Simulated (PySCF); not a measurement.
**Computed properties of C3H5ClGe, SMILES C=C=[CH][GeH2][Cl]**

C3H5ClGe, SMILES C=C=[CH][GeH2][Cl]. The structure is a stationary point at PBE0-D3(BJ)/def2-SVP. The structure was generated by enumeration, and PubChem lists no compound with its InChIKey, so it may never have been made. Other conformers were not sampled. All values are computed for the isolated molecule unless a solvent is named; none is compared with measurement here.

**Structure.** All 24 harmonic modes at PBE0-D3(BJ)/def2-SVP (PySCF) are real, so it is a minimum. With heavy atoms numbered as in [CH2:1]=[C:2]=[CH:3][GeH2:4][Cl:5], the shortest bond between them is C1–C2 at 1.308 Å and the longest Ge4–Cl5 at 2.172 Å.

**Vibrations.** The strongest infrared lines (harmonic, unscaled, degenerate partners summed) lie at 2072 cm⁻¹ (197 km/mol, C 98 %), 789 cm⁻¹ (154 km/mol, H 91 %), 2171 cm⁻¹ (110 km/mol, H 99 %). The softest mode is at 37 cm⁻¹ and the zero-point energy is 40.0 kcal/mol.

**Electronic structure.** ωB97X/def2-TZVP (PySCF) places the frontier levels at -10.02 and 1.36 eV, a gap of 11.38 eV, and gives a dipole moment of 2.49 D and a mean polarisability of 79.5 bohr³. PBE/def2-TZVP (PySCF) at the same geometry gives -6.57 and -1.69 eV, so its gap is 6.50 eV narrower. An orbital gap is neither the optical nor the fundamental gap.

**Excitations.** TDA-ωB97X/def2-SVPD (PySCF) has S1 at 5.59 eV (222 nm, f = 0.002, dark); the most intense of the 10 singlets computed lies at 7.70 eV (f = 0.70). T1 (TDA) is at 4.56 eV, 1.03 eV under S1. TDA-PBE/def2-SVPD (PySCF) puts S1 at 4.98 eV. No vertical singlet excitation falls in the visible range (under 3.1 eV).

**NMR.** GIAO shifts at PBE0/pcSseg-1 (PySCF) (non-relativistic, atoms alike by connectivity averaged): ¹³C from 76.6 to 228.5 ppm against TMS; ¹H from 5.2 to 5.7 ppm against TMS. Without spin–orbit terms, shifts of atoms bonded to Cl or Br come out too high.
